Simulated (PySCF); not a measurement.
Constitutional and geometric isomers with formula H4O2Si2. All species are isolated molecules in the gas phase. One relaxed conformer stands for each flexible species; it need not be the lowest. Strings in code marks are SMILES. All members: neutral, multiplicity 1. Level: PBE-D3(BJ)/def2-TZVP // r2SCAN-D4/def2-TZVP (PySCF). Delta-SCF ions had no search for a lower state.  The removal energy is E(N − 1 electrons) − E(N electrons) at the parent's geometry; ε(HOMO) is measured against the vacuum level.

```
species                                                              −ε(HOMO) (eV)  vertical ionisation energy (Delta-SCF) (eV)
-------------------------------------------------------------------  -------------  -------------------------------------------
`O/[SiH]=[SiH]/O` (H–O–Si–Si torsion -58°, Si–Si–O–H torsion 58°)             4.81                                         7.56
`O/[SiH]=[SiH]\O` (H–O–Si–Si torsion 52°, Si–Si–O–H torsion -118°)            4.87                                         7.62
`O[Si](O)=[SiH2]` (H–O–Si–Si torsion -19°, Si–Si–O–H torsion -165°)           5.29                                         8.13
`O=[SiH][SiH2]O` (O–Si–Si–O torsion 180°, Si–Si–O–H torsion 180°)             6.26                                     withheld
`O=[Si](O)[SiH3]` (Si–Si–O–H torsion 0°)                                      6.56                                         9.94
```

**Question.** Fit vertical ionisation energy (Delta-SCF) = a + b·x to the 4 complete rows by least squares, with x = −ε(HOMO) in eV. Give a, b and the rms residual, and predict the withheld value.

**Answer.** Means of the 4 rows: x̄ = 5.3825, ȳ = 8.3125 eV. Σ(x − x̄)² = 1.9855 and Σ(x − x̄)(y − ȳ) = 2.719, so b = 1.369 and a = ȳ − b·x̄ = 0.944 eV. The rms residual is 0.033 eV. At x = 6.26 the line gives 9.51 eV. The run for `O=[SiH][SiH2]O` (O–Si–Si–O torsion 180°, Si–Si–O–H torsion 180°) gave 9.49 eV, so the line is off by 0.02 eV, within twice the rms residual.

Codes: PySCF.
